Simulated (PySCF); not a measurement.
Input for PySCF: R-HF/3-21G on AlFH4Si (SMILES [F][AlH][SiH3]), a point of a torsion scan.

```python
from pyscf import gto, scf, dft, mp
from pyscf.data.elements import chemcore

mol = gto.M(
    atom='''
    F     2.36528871   -1.26079327   -0.06722760
    Al    1.36586311    0.05396475    0.01496586
    Si   -1.04565798   -0.04119752   -0.00109297
    H     2.24635127    1.32899094    0.10676070
    H    -1.62355682   -0.81569185    1.11962256
    H    -1.61530312   -0.67035086   -1.21342142
    H    -1.69003145    1.28422014    0.07879314
    ''',
    basis='3-21g',
    charge=0, spin=0, verbose=3, max_memory=1800)
mf = scf.RHF(mol)
mf.conv_tol = 1e-8
mf.max_cycle = 100
mf.kernel()
if not mf.converged:
    mf = mf.newton().run(mf.mo_coeff, mf.mo_occ)
```

The log:

```
converged SCF energy = -629.261328124145
```

Self-consistency was reached.

Cost: very roughly 0.3 core-seconds.
